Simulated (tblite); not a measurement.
Species: C3H2F3NO2.
Numbering: `[NH2:1][C:2](=[O:3])[C:4](=[O:5])[C:6]([F:7])([F:8])[F:9]` (hydrogens: H10, H11 on N1)

Computed with GFN2-xTB (tblite), gas phase: Langevin dynamics at 600 K from the optimised GFN2-xTB geometry, time step 0.5 fs, friction 0.01 fs⁻¹, 2000 steps.

Start geometry:
```
atom  x, y, z in Å
N1     -2.003    0.445   -0.104
C2     -0.693    0.698    0.029
O3     -0.183    1.776    0.200
C4      0.133   -0.600   -0.065
O5     -0.339   -1.686   -0.234
C6      1.664   -0.381    0.080
F7      2.327   -1.535   -0.012
F8      2.129    0.424   -0.877
F9      1.964    0.158    1.264
H10    -2.666    1.202   -0.064
H11    -2.327   -0.499   -0.243
```

The statistics below take the 31 frames saved every 25 fs from 250 to 1000 fs; their kinetic temperature (all 3N coordinates) averages 645 K.

**Question.** Give the mean, spread and extremes of the bond lengths.

**Answer.** 
| bond | start (Å) | mean (Å) | standard deviation (Å) | shortest (Å) | longest (Å) |
| --- | --- | --- | --- | --- | --- |
| N1–C2 | 1.341 | 1.352 | 0.032 | 1.295 | 1.429 |
| C2=O3 | 1.204 | 1.206 | 0.025 | 1.148 | 1.263 |
| C2–C4 | 1.542 | 1.554 | 0.076 | 1.392 | 1.743 |
| C4=O5 | 1.196 | 1.199 | 0.026 | 1.156 | 1.255 |
| C4–C6 | 1.553 | 1.578 | 0.056 | 1.469 | 1.710 |
| C6–F7 | 1.335 | 1.347 | 0.051 | 1.236 | 1.500 |
| C6–F8 | 1.334 | 1.352 | 0.062 | 1.248 | 1.510 |
| C6–F9 | 1.334 | 1.337 | 0.032 | 1.272 | 1.386 |
| N1–H10 | 1.007 | 1.020 | 0.040 | 0.952 | 1.086 |
| N1–H11 | 1.008 | 1.016 | 0.026 | 0.963 | 1.085 |

**Question.** How far does each atom move about its mean position (frames aligned on the start, all atoms weighted alike), and what rms force does it feel?

**Answer.** 
| atom | rms displacement (Å) | rms force (eV/Å) |
| --- | --- | --- |
| N1 | 0.20 | 2.65 |
| C2 | 0.14 | 2.63 |
| O3 | 0.28 | 2.12 |
| C4 | 0.23 | 3.11 |
| O5 | 0.50 | 2.09 |
| C6 | 0.11 | 2.75 |
| F7 | 0.36 | 1.74 |
| F8 | 0.39 | 2.00 |
| F9 | 0.21 | 1.60 |
| H10 | 0.36 | 1.67 |
| H11 | 0.30 | 1.16 |

The displacements run from 0.11 to 0.50 Å, the largest at O5.

**Question.** Follow the torsions N1–C2–C4–O5 and C2–C4–C6–F7 through every second one of these frames.

**Answer.** 
| t (fs) | N1–C2–C4–O5 (°) | C2–C4–C6–F7 (°) |
| --- | --- | --- |
| 250 | -14 | 175 |
| 300 | -27 | 178 |
| 350 | -28 | -166 |
| 400 | -35 | -178 |
| 450 | -44 | 169 |
| 500 | -17 | 164 |
| 550 | -7 | -179 |
| 600 | -15 | 172 |
| 650 | -1 | 163 |
| 700 | 15 | 144 |
| 750 | 8 | 146 |
| 800 | -1 | 138 |
| 850 | 21 | 151 |
| 900 | 25 | 144 |
| 950 | 17 | 121 |
| 1000 | 6 | 104 |

Largest departure from the start value over all these frames: N1–C2–C4–O5 44° (start 0°), C2–C4–C6–F7 76° (start 180°).

The run is classical and short, so these are rough statistics of one trajectory.

The cost below is that of the whole dynamics run. On one thread, Intel Xeon Platinum 8488C (x86_64), no GPU, shared host with 96 logical CPUs at a one-minute load of 56, this took 11 s of wall time and 0.18 GiB of memory at its peak.
